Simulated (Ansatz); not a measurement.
`O=C=[N][Ge]([F])([F])[N]=C=O`, relaxed with RKS PBE-D4/def2-SVP in Ansatz from a rough embedded geometry. The force threshold is 0.03 eV/Å; the program also tests the step.

Total charge 0; spin multiplicity 1.

Start:

```xyz
9

O     0.469   -3.474    0.210
C     0.463   -2.336   -0.186
N     0.422   -1.156   -0.620
Ge    0.252    0.272    0.637
F     1.754    0.251    1.595
F    -1.097    0.098    1.635
N     0.200    1.890   -0.319
C    -0.778    2.098   -1.092
O    -1.684    2.359   -1.859
```

Problem. By how much does the energy fall, and how many steps does the optimiser take? (Best estimate.)

Solution. Ansatz gave: 52.74 kJ/mol, in 17 steps, 2 of them rejected.

Problem. Which bonds change most? (An estimate is asked.)

Solution. Ansatz gave: N3–Ge4 from 1.910 to 1.802 Å; Ge4–N7 from 1.880 to 1.792 Å; Ge4–F5 from 1.782 to 1.729 Å; Ge4–F6 from 1.687 to 1.731 Å.

Problem. Give the relaxed structure. (An estimate is asked.)

Solution. Ansatz gave: 
```xyz
9

O     0.594   -3.566   -0.239
C     0.406   -2.407   -0.203
N     0.185   -1.204   -0.266
Ge    0.202    0.272    0.767
F     1.783    0.542    1.415
F    -0.847    0.067    2.128
N    -0.299    1.722   -0.159
C    -0.783    2.074   -1.224
O    -1.242    2.500   -2.219
```
